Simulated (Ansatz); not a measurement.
Input file for Ansatz (a first-principles code): U-CCSD(T)/def2-SVP on CH6InN (SMILES C[NH][InH2]), a point of a bond scan (R = 0.807 Å). Elements past Kr take the def2 small-core potentials; no spin–orbit coupling. The run froze 11 orbitals, filled d shells among them.

Ansatz 0.2 input:
```yaml
crystal:
  periodic: [false, false, false]
  atoms:
    - {symbol: In, position_ang: [-0.03752919, 0.10487719, 0.63130161]}
    - {symbol: H, position_ang: [-1.34881149, 0.75491230, 1.52746469]}
    - {symbol: H, position_ang: [1.51703095, -0.44616652, 1.11044164]}
    - {symbol: N, position_ang: [-0.36976692, -0.04668679, -1.36186146]}
    - {symbol: C, position_ang: [0.52710559, -0.54983309, -2.38579940]}
    - {symbol: H, position_ang: [-1.07975313, 0.19341714, -1.66187424]}
    - {symbol: H, position_ang: [0.76606523, 0.20772366, -3.14278509]}
    - {symbol: H, position_ang: [0.11691729, -1.42177248, -2.91066943]}
    - {symbol: H, position_ang: [1.47071274, -0.86131651, -1.93352653]}
basis:
  gaussian:
    orbitals: def2-SVP
correlation: {method: ccsd_t, electrons: outside_noble_gas}
scf: {omitted_lower_state_checks: [cluster_reference]}
magnetization: {spin_polarized: true, initial_magnetization: 0}
```

The log:

```
WARN ansatz: RAYON_NUM_THREADS=1 ignored (pool sized by the plan → 1); use --threads N
Functional definition: HF
these checks for a lower state are left out or cut short: cluster_reference
integrals: 0.14 GiB planned
936 factors; integrals over basis functions are off by at most 1.5e-3 eV
mean field: 0.27 GiB planned
mean field evaluation 1: about -7747.9311 eV, gradient 2.6e1 eV
mean field evaluation 2: about -7747.9440 eV, gradient 2.6e1 eV
mean field evaluation 4: about -7751.2157 eV, gradient 2.1e0 eV
mean field evaluation 8: about -7751.2515 eV, gradient 9.6e-5 eV
mean field -7751.25146022 eV, -284.8532371763 hartree, gradient 2.3e-6 eV, S^2 0.000000; 0 other end points of the search recorded, 0 dependent functions left out
11 core orbitals not correlated, not the lowest: weight in the atoms' cores, before any rotation towards them, 0.927 or more for the frozen orbitals, at most 0.071 for the correlated occupied ones
reference -7751.25146022 eV, -284.8532371763 hartree; 9, 9 occupied and 64, 64 virtual orbitals, 936 factors
second order -10.31540113 eV of doubles, -0.00000000 eV of singles
coupled cluster: 0.38 GiB planned
cycle   1  -10.96824093 eV  change   -6.5e-1 eV  update   8.8e-2
cycle   2  -11.29111105 eV  change   -3.2e-1 eV  update   2.9e-2
cycle   3  -11.39415074 eV  change   -1.0e-1 eV  update   2.0e-2
cycle   4  -11.39365328 eV  change    5.0e-4 eV  update   7.5e-3
cycle   5  -11.39100041 eV  change    2.7e-3 eV  update   3.7e-3
cycle   6  -11.39097843 eV  change    2.2e-5 eV  update   1.2e-3
cycle   7  -11.39078030 eV  change    2.0e-4 eV  update   3.3e-4
cycle   8  -11.39082526 eV  change   -4.5e-5 eV  update   9.9e-5
cycle   9  -11.39083948 eV  change   -1.4e-5 eV  update   2.8e-5
cycle  10  -11.39083034 eV  change    9.1e-6 eV  update   9.9e-6
perturbative correction -0.29965746 eV, -0.0110122085 hartree
Total energy: -7762.94194803 eV, -285.2828546789 hartree
Checks for a lower state left out: cluster_reference
```

Self-consistency was reached.

Cost: roughly 6 core-seconds.
